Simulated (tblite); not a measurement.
Start geometry of `C#C/C=C(\[S-])CO` from a force field or distance geometry (Å):
```
atom  x, y, z in Å
C1     3.2325   -0.4739   -0.0185
C2     2.0238   -0.5737   -0.0658
C3     0.6205   -0.7135   -0.0979
C4    -0.2598    0.3297   -0.1705
S5     0.0690    2.0536   -0.1787
C6    -1.7554   -0.0237   -0.1974
O7    -2.4533    0.7822    0.7511
H8     4.2833   -0.3284    0.0205
H9     0.2394   -1.7300   -0.0828
H10   -1.9508   -1.0733    0.0541
H11   -2.1703    0.1740   -1.1905
H12   -1.8778    1.5763    0.7826
```

**Question.** What comes out of this run: GFN2-xTB geometry optimisation, gas phase in tblite 0.8.0?

**Answer.** 
```
atom  x, y, z in Å
C1     3.2212   -0.4605   -0.1057
C2     2.0187   -0.5350   -0.1553
C3     0.6321   -0.6765   -0.2263
C4    -0.2697    0.3000    0.0577
S5     0.0850    1.8880    0.5596
C6    -1.7497   -0.0386   -0.0832
O7    -2.5894    1.0332    0.2278
H8     4.2641   -0.3548   -0.0549
H9     0.2629   -1.6530   -0.5379
H10   -1.9880   -0.8904    0.5789
H11   -1.9450   -0.3650   -1.1206
H12   -1.9410    1.7519    0.4662
```

The energy falls by 3.2 kcal/mol over 67 L-BFGS steps, the largest force on an atom goes from 1.37 to 0.008 eV/Å, and the atoms move by 0.412 Å rms after alignment. The bond that changes most is C4–S5 (ends: fully substituted alkene carbon; sulfur bonded to C), which shortens by 0.052 Å. Bonds longer at the end by more than 0.005 Å: 3 of 11; shorter: 7. Among the angles that change most is C4–C6–H10, from 112.9° to 109.0°. Among the dihedrals that turn most is C3–C4–C6–H11, from -109° to -58°. Rotational constants go from 4094, 1337, 1052 to 4776, 1326, 1044 MHz. The orientation of the end geometry is arbitrary; only internal coordinates are fixed.

Run on one thread, Arm Neoverse N1 (shared host).

Its GFN2-xTB frequencies are all real (lowest 43 cm⁻¹). 2 starts were optimised and ended at 0.00 and 4.38 kcal/mol (GFN2-xTB); the lowest of these is shown.

One conformer stands for the species.

These are computed values.
